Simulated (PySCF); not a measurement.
This script is equivalent to a calculation on O²⁺ (oxygen, charge +2).

```python
from pyscf import gto, scf, dft, mp, cc
import basis_set_exchange as bse
mol = gto.M(atom="O 0 0 0", charge=2, spin=2, symmetry="D2h",
            basis=gto.basis.parse(bse.get_basis("aug-cc-pwCVTZ", elements=["O"], fmt="nwchem")))
mf = dft.UKS(mol, xc="PBEsol")
mf.irrep_nelec = {'Ag': (2, 2), 'B1u': (1, 0), 'B2u': (1, 0)}
mf.kernel()
```

(1) What total energy does it give?

(2) Which occupied shell lies highest, and where?

(3) What is ⟨S²⟩, and what would a pure spin state give?

Results:

(1) -72.949 hartree (calculated).

(2) 2p α, at -44.883 eV.

(3) 2.001, against 2.00.
